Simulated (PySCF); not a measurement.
C3H8O2Si, SMILES C[C@H]1OC[Si@@H]1O.

Coordinates come from a B3LYP-D3(BJ)/def2-SVP optimisation. The structure was generated by enumeration; whether it is a known compound was not checked. One conformer was computed; it need not be the lowest.

Level of theory: B3LYP-D3(BJ)/def2-SVP (PySCF).

Frequencies are harmonic and unscaled.

```csv
mode,ν (cm⁻¹),IR (km/mol),moving atoms (share of kinetic energy)
1,73,7.5,"O 48 %, H 25 %, C 20 %"
2,171,5.1,"H 40 %, O 26 %, Si 19 %, C 14 %"
3,188,1.7,"C 39 %, H 30 %, O 23 %"
4,234,1.8,H 88 %
5,279,20.1,"H 46 %, C 19 %, O 18 %, Si 17 %"
6,330,117.0,"H 63 %, O 22 %, C 8 %"
7,419,6.2,"C 42 %, H 28 %, O 27 %"
8,449,4.3,"C 31 %, O 29 %, H 20 %, Si 20 %"
9,649,39.2,"C 46 %, Si 28 %, H 24 %"
10,668,14.2,"H 77 %, C 18 %"
11,705,66.5,"H 40 %, C 36 %, O 13 %, Si 11 %"
12,781,22.8,"H 70 %, C 15 %, O 9 %"
13,829,94.2,"H 59 %, C 16 %, O 15 %, Si 11 %"
14,847,18.7,"H 38 %, O 33 %, C 27 %"
15,879,158.3,H 88 %
16,914,127.7,"Si 41 %, O 36 %, H 18 %"
17,985,3.2,"H 70 %, C 21 %"
18,1010,128.4,"O 41 %, C 40 %, H 18 %"
19,1071,47.6,"C 50 %, H 40 %, O 9 %"
20,1131,0.4,"C 57 %, H 42 %"
21,1176,5.6,"H 84 %, C 10 %"
22,1225,2.1,"H 70 %, C 23 %"
23,1252,2.1,"H 63 %, C 33 %"
24,1337,4.9,"H 76 %, C 23 %"
25,1391,4.0,"H 75 %, C 25 %"
26,1450,4.9,H 96 %
27,1459,1.8,H 92 %
28,1477,3.5,H 96 %
29,2246,131.1,H 97 %
30,2957,51.7,H 92 %
31,2982,65.1,H 94 %
32,3024,22.3,H 97 %
33,3084,22.0,"H 91 %, C 9 %"
34,3105,18.6,"H 91 %, C 9 %"
35,3115,20.3,"H 90 %, C 10 %"
36,3873,92.6,H 94 %
```
